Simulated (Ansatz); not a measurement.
Born–Oppenheimer molecular dynamics of F₂H₃NOSi (8 atoms, charge 0, multiplicity 1). It goes on from the last frame of an earlier run, with new velocities.

Computed with RKS PBE-D4/6-31G in Ansatz.

```json
{
  "ensemble": "NVT, Langevin thermostat",
  "time step": "0.25 fs",
  "steps asked": "250",
  "set temperature": "1500 K",
  "friction": "0.01 /fs",
  "masses": "H 10 u",
  "seed": "992814"
}
```

Frames 5 fs apart, positions in Å, forces in eV/Å.

Velocities at 2.5 fs (Å/ps):

```
Si 4.38 -7.58 -3.67
O 0.83 11.28 -2.16
H -13.51 -8.68 -3.17
F -5.15 10.38 6.17
F 4.60 8.24 -0.36
N -2.87 -21.07 -9.89
H 0.72 5.22 13.04
H 4.55 -0.96 -5.18
```

```xyz
8
Properties=species:S:1:pos:R:3:forces:R:3 time_fs=2.5 energy_less_start_eV=0.136 T=1126
Si -0.121 -0.178 -0.020 -2.14 0.43 -0.49
O -0.409 -0.351 1.644 0.11 -0.48 -0.15
H -0.247 0.380 2.257 0.02 0.42 0.47
F 1.473 0.145 -0.417 0.38 -0.23 -0.26
F -0.917 1.331 -0.431 0.72 -1.03 0.13
N -0.897 -1.604 -0.738 1.37 2.64 1.59
H -1.683 -1.935 -0.219 -0.56 -0.72 -0.01
H -0.518 -2.031 -1.537 0.11 -1.04 -1.27
8
Properties=species:S:1:pos:R:3:forces:R:3 time_fs=7.5 energy_less_start_eV=0.646 T=818
Si -0.111 -0.215 -0.043 -3.47 1.11 -0.13
O -0.408 -0.304 1.621 -0.29 -2.88 -2.22
H -0.310 0.349 2.262 0.34 2.36 2.11
F 1.448 0.188 -0.376 1.47 -0.21 -0.59
F -0.893 1.366 -0.418 0.82 -1.83 0.06
N -0.900 -1.675 -0.784 1.00 3.56 3.04
H -1.688 -1.927 -0.170 0.36 -0.83 -1.12
H -0.484 -2.056 -1.589 -0.23 -1.28 -1.15
8
Properties=species:S:1:pos:R:3:forces:R:3 time_fs=12.5 energy_less_start_eV=0.766 T=828
Si -0.126 -0.252 -0.070 -2.12 2.70 -0.08
O -0.426 -0.292 1.567 -0.18 -0.45 1.74
H -0.362 0.356 2.320 0.01 -0.53 -1.20
F 1.444 0.246 -0.342 0.87 -0.63 -0.59
F -0.861 1.377 -0.392 0.60 -2.03 -0.25
N -0.889 -1.698 -0.775 1.58 1.48 0.15
H -1.702 -1.945 -0.161 0.88 -0.69 -1.48
H -0.452 -2.120 -1.648 -1.62 0.15 1.71
8
Properties=species:S:1:pos:R:3:forces:R:3 time_fs=17.5 energy_less_start_eV=1.024 T=871
Si -0.144 -0.269 -0.096 0.22 4.16 0.73
O -0.468 -0.278 1.530 -0.20 0.32 3.61
H -0.411 0.369 2.348 -0.02 -1.57 -2.76
F 1.466 0.314 -0.321 -0.37 -1.29 -0.47
F -0.814 1.363 -0.361 0.10 -1.53 -0.72
N -0.858 -1.700 -0.731 1.36 -0.61 -2.23
H -1.716 -1.956 -0.200 0.77 -0.53 -1.00
H -0.446 -2.183 -1.646 -1.85 1.05 2.84
8
Properties=species:S:1:pos:R:3:forces:R:3 time_fs=22.5 energy_less_start_eV=0.839 T=1450
Si -0.157 -0.254 -0.115 1.86 3.13 2.46
O -0.538 -0.251 1.541 -0.06 -1.43 0.31
H -0.461 0.344 2.309 0.16 0.11 -0.66
F 1.506 0.379 -0.313 -1.39 -1.82 -0.30
F -0.759 1.319 -0.346 -0.75 0.11 -1.27
N -0.825 -1.713 -0.707 1.52 -0.44 -2.53
H -1.706 -1.961 -0.300 -0.58 -0.59 0.25
H -0.498 -2.229 -1.582 -0.76 0.92 1.73
8
Properties=species:S:1:pos:R:3:forces:R:3 time_fs=27.5 energy_less_start_eV=1.154 T=1011
Si -0.158 -0.215 -0.120 2.77 -0.65 3.17
O -0.608 -0.259 1.563 -0.11 -3.23 -3.10
H -0.501 0.332 2.264 0.49 2.12 1.84
F 1.529 0.430 -0.297 -1.66 -1.96 -0.15
F -0.715 1.280 -0.355 -1.90 2.70 -1.72
N -0.758 -1.737 -0.726 -1.32 2.18 2.02
H -1.700 -1.981 -0.400 0.34 0.13 0.47
H -0.552 -2.271 -1.496 1.39 -1.29 -2.53
8
Properties=species:S:1:pos:R:3:forces:R:3 time_fs=32.5 energy_less_start_eV=1.297 T=1091
Si -0.143 -0.191 -0.097 2.76 -2.85 2.09
O -0.679 -0.329 1.548 0.57 0.30 0.82
H -0.523 0.375 2.267 -0.19 -0.94 -1.42
F 1.530 0.463 -0.280 -1.41 -1.98 0.03
F -0.676 1.276 -0.383 -2.38 3.69 -1.76
N -0.714 -1.752 -0.721 -1.63 2.05 1.62
H -1.689 -2.003 -0.488 0.31 0.67 1.09
H -0.591 -2.345 -1.474 1.97 -0.95 -2.47
8
Properties=species:S:1:pos:R:3:forces:R:3 time_fs=37.5 energy_less_start_eV=1.419 T=1144
Si -0.098 -0.188 -0.057 0.70 -1.38 0.74
O -0.728 -0.405 1.551 1.21 2.62 2.25
H -0.539 0.434 2.253 -0.70 -2.68 -2.40
F 1.527 0.457 -0.250 -0.77 -1.73 0.16
F -0.675 1.309 -0.437 -1.40 1.34 -0.98
N -0.702 -1.747 -0.690 -0.37 -1.05 -2.35
H -1.679 -2.006 -0.548 -0.43 0.91 1.58
H -0.610 -2.438 -1.511 1.76 1.97 1.00
8
Properties=species:S:1:pos:R:3:forces:R:3 time_fs=42.5 energy_less_start_eV=1.477 T=1313
Si -0.033 -0.204 -0.006 -3.09 -0.62 -0.70
O -0.777 -0.451 1.583 1.77 3.06 1.11
H -0.571 0.445 2.184 -0.87 -2.61 -1.51
F 1.513 0.425 -0.221 0.79 -1.07 0.17
F -0.694 1.358 -0.503 -0.07 -1.34 0.14
N -0.692 -1.779 -0.706 1.35 -0.07 -1.88
H -1.653 -1.997 -0.577 -1.63 0.72 1.70
H -0.587 -2.481 -1.512 1.75 1.93 0.96
8
Properties=species:S:1:pos:R:3:forces:R:3 time_fs=47.5 energy_less_start_eV=1.626 T=1117
Si 0.005 -0.212 0.043 -5.84 -1.40 -1.84
O -0.819 -0.447 1.631 1.65 0.55 -1.58
H -0.607 0.407 2.080 -0.49 0.25 0.90
F 1.503 0.378 -0.176 2.46 -0.27 0.09
F -0.699 1.397 -0.557 0.56 -2.41 0.84
N -0.668 -1.809 -0.770 -0.62 1.76 1.11
H -1.677 -1.980 -0.570 0.62 0.82 0.85
H -0.530 -2.504 -1.502 1.65 0.69 -0.36
8
Properties=species:S:1:pos:R:3:forces:R:3 time_fs=52.5 energy_less_start_eV=1.792 T=1137
Si -0.023 -0.238 0.060 -4.34 -0.93 -2.67
O -0.831 -0.429 1.655 0.72 -3.59 -3.55
H -0.661 0.399 1.990 0.20 4.47 2.94
F 1.518 0.323 -0.124 1.53 -0.47 0.23
F -0.688 1.414 -0.580 0.62 -2.77 1.08
N -0.657 -1.817 -0.829 -1.73 2.84 2.80
H -1.678 -1.951 -0.532 1.71 0.36 -0.14
H -0.451 -2.534 -1.494 1.29 0.09 -0.69
8
Properties=species:S:1:pos:R:3:forces:R:3 time_fs=57.5 energy_less_start_eV=1.190 T=1666
Si -0.098 -0.288 0.057 -0.40 1.39 -3.25
O -0.827 -0.445 1.622 0.67 0.88 -0.44
H -0.710 0.482 1.979 -0.54 -0.26 0.78
F 1.545 0.247 -0.053 -0.71 -1.08 0.29
F -0.672 1.414 -0.589 0.51 -2.98 1.13
N -0.676 -1.758 -0.853 0.01 -0.22 0.20
H -1.651 -1.912 -0.531 0.51 -0.19 -0.24
H -0.363 -2.558 -1.517 -0.04 2.46 1.53
```

Of the whole run (62 fs, mean temperature of the second half 1314 K): The mean temperature of the second half is 12 % below the set value. A run of 0.062 ps of so small a system gives no equilibrium averages. Limits of this set-up: no polarisation functions.

Run time: 11 min on 1 thread of AMD EPYC 7R43 64-Core Processor (Zen 3), with other jobs on the host, peak memory 0.11 GiB.
